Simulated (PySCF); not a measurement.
## Working with the constants of RbBi⁺

UHF-CCSD(T) constants of RbBi⁺, ⁴Σ⁻ (quartet), unpaired electrons σ ↑, π ↑↑ (PySCF, scalar-relativistic core potentials, basis sets Rb def2-SVP with ECP28, Bi def2-SVP with ECP60; masses 84.9118 and 208.9804 u):

| Item | Value |
| --- | --- |
| ωe | 34.1 cm⁻¹ |
| ωexe | 0.355 cm⁻¹ |
| Be | 0.015943 cm⁻¹ |
| αe | 0.000169 cm⁻¹ |
| D (centrifugal) | 1.4e-08 cm⁻¹ |

Problem. Give the vibrational terms G(v) and spacings up to v = 6.

Solution. G(v) = ωe(v+½) − ωexe(v+½)².

```json
{"v": "0", "G(v) (cm⁻¹)": "17.0", "G(v) − G(v−1)": "", "Bv (cm⁻¹)": "0.01586"}
{"v": "1", "G(v) (cm⁻¹)": "50.4", "G(v) − G(v−1)": "33.4", "Bv (cm⁻¹)": "0.01569"}
{"v": "2", "G(v) (cm⁻¹)": "83.0", "G(v) − G(v−1)": "32.7", "Bv (cm⁻¹)": "0.01552"}
{"v": "3", "G(v) (cm⁻¹)": "115.0", "G(v) − G(v−1)": "32.0", "Bv (cm⁻¹)": "0.01535"}
{"v": "4", "G(v) (cm⁻¹)": "146.3", "G(v) − G(v−1)": "31.3", "Bv (cm⁻¹)": "0.01518"}
{"v": "5", "G(v) (cm⁻¹)": "176.8", "G(v) − G(v−1)": "30.5", "Bv (cm⁻¹)": "0.01501"}
{"v": "6", "G(v) (cm⁻¹)": "206.7", "G(v) − G(v−1)": "29.8", "Bv (cm⁻¹)": "0.01484"}
```

Correlated steps freeze 4 core orbitals. These are scalar-relativistic numbers at best; spin–orbit coupling would shift them, the dissociation energy most. The state was picked by a PBE0 search and need not be the measured ground state.
